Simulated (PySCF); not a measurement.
Level of theory and adiabatic energies of losing or gaining an electron: trichlorogallium

Structure: `[Cl][Ga]([Cl])[Cl]` (Cl3Ga).

All levels share the PBE0-D3(BJ)/def2-SVP structures and the PBE0-D3(BJ)/def2-SVP thermal terms; only the single-point energies (PySCF) change. Values are adiabatic energies of losing or gaining an electron (0 K, eV).

Measured (NIST Chemistry WebBook): adiabatic ionisation energy 11.52 eV.

```csv
level,ionisation energy to the radical cation,time
TPSS-D3(BJ)/ma-def2-TZVP (grid 4),10.88,5.8 min
OPBE/pcseg-1,11.05,47 s
"M06-L/def2-TZVPP (grid 3, conv 1e-10, max cycle 100)",11.06,110 s
ωB97X-D3(BJ)/ma-def2-TZVP,11.47,–
```

Times are wall times for all single points of a level on 1 thread of Intel Xeon Platinum 8259CL @ 2.50GHz, a shared host; the dash marks the run that also made the structures. M06-L, OPBE, TPSS ran on a slower path of this set-up, which computes the density-fitting integrals anew in every SCF cycle while the other levels store them. So the times needn't show the usual order of cost, and those levels read slower than they are.

At OPBE/pcseg-1 a relaxed species lies above the same state at the other structure, so the structures fit that level poorly.

The spread: 0.59 eV, from 10.88 to 11.47.

Caveats: spin-orbit coupling is left out of the energies, which matters for open shells on the heavier atoms; atoms from Ga to Kr are treated without relativity; Cl1 and Cl3 are equivalent in the parent, but the relaxed radical cation is symmetry-broken (D3h to C2v), as a Jahn-Teller-type distortion or an artefact of the method; its spin populations, distances and adiabatic value belong to that structure.
